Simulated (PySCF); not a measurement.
# Building multiplets from coupling constants

Bonds (- single, = double, # triple, : aromatic): B1-N2 1.530 Å, N2#C3 1.151 Å, C3-C4 1.449 Å, C4-C5 1.527 Å, C5-F6 1.363 Å. B1 carries H7, H8, H9; C4 carries H10, H11; C5 carries H12, H13. Formal charges: B1 -1, N2 +1.

Theory: shielding tensors at PBE0/pcSseg-1 (GIAO), coordinates at the PBE0-D3(BJ)/def2-SVP level, B3LYP/pcJ-1 coupling constants (spin–dipole term only in couplings to heteroatoms), in PySCF (one averaged value for each set of equivalent atoms, gas phase, single conformer, non-relativistic Hamiltonian).

Scale: TMS for ¹H, ¹³C; ¹⁹F vs CFCl3 (reference shieldings calculated alike).

Spectrometer: 800 MHz for ¹H. First-order analysis; couplings under 1 Hz (under 4 Hz in carbon signals) are ignored, and nearly equal couplings are merged; the smaller ones broaden or split the lines further.

Problem. What pattern does H10/H11 show (¹H)?

Solution. A triplet of doublets of quartets at δ 2.82: 8.6 Hz to H12/H13 (2 × ¹H, 3 bonds away), 6.3 Hz to F6 (1 × ¹⁹F, 3 bonds away), 6.1 Hz to H7/H8/H9 (3 × ¹H, 5 bonds away). Lines in Hz from the centre (relative intensity): +20.9 (1), +14.8 (3), +14.6 (1), +12.3 (2), +8.7 (3), +8.5 (3), +6.2 (6), +6.0 (2), +3.7 (1), +2.6 (1), +2.4 (3), +0.1 (6), -0.1 (6), -2.4 (3), -2.6 (1), -3.7 (1), -6.0 (2), -6.2 (6), -8.5 (3), -8.7 (3), -12.3 (2), -14.6 (1), -14.8 (3), -20.9 (1). The outer lines are 41.8 Hz apart, the sum of the couplings kept, or 0.052 ppm at this field.

Problem. What pattern does H12/H13 show (¹H)?

Solution. A doublet of triplets at δ 4.57: 51.8 Hz to F6 (1 × ¹⁹F, 2 bonds away), 8.6 Hz to H10/H11 (2 × ¹H, 3 bonds away). Lines in Hz from the centre (relative intensity): +34.5 (1), +25.9 (2), +17.3 (1), -17.3 (1), -25.9 (2), -34.5 (1). The outer lines are 69.0 Hz apart, the sum of the couplings kept, or 0.086 ppm at this field.

Problem. What pattern does F6 show (¹⁹F)?

Solution. A triplet of triplets at δ -236.1: 51.8 Hz to H12/H13 (2 × ¹H, 2 bonds away), 6.3 Hz to H10/H11 (2 × ¹H, 3 bonds away). Lines in Hz from the centre (relative intensity): +58.1 (1), +51.8 (2), +45.5 (1), +6.3 (2), +0.0 (4), -6.3 (2), -45.5 (1), -51.8 (2), -58.1 (1). The outer lines are 116.2 Hz apart, the sum of the couplings kept, or 0.154 ppm at this field.

Problem. What pattern does C3 show in the proton-coupled ¹³C spectrum?

Solution. A doublet of triplets of quartets at δ 112.0: 22.1 Hz to F6 (1 × ¹⁹F, 3 bonds away), 11.7 Hz to H10/H11 (2 × ¹H, 2 bonds away), 8.4 Hz to H7/H8/H9 (3 × ¹H, 3 bonds away). Lines in Hz from the centre (relative intensity): +35.4 (1), +26.9 (3), +23.6 (2), +18.6 (3), +15.2 (6), +13.2 (1), +11.9 (1), +10.2 (1), +6.8 (6), +4.8 (3), +3.5 (3), +1.6 (2), -1.6 (2), -3.5 (3), -4.8 (3), -6.8 (6), -10.2 (1), -11.9 (1), -13.2 (1), -15.2 (6), -18.6 (3), -23.6 (2), -26.9 (3), -35.4 (1). The outer lines are 70.7 Hz apart, the sum of the couplings kept, or 0.351 ppm at this field.

Hydrogens on boron are broadened and split by ¹¹B (spin 3/2, 80 %) and 10B (spin 3). Unscaled 3J(H,H) at this level run about 10 % above measured values. Chain 3J(H,H) values assume equally populated staggered rotamers: (2 J gauche + J anti)/3. 3J across rotatable bonds or in flexible rings reflects this conformer alone.
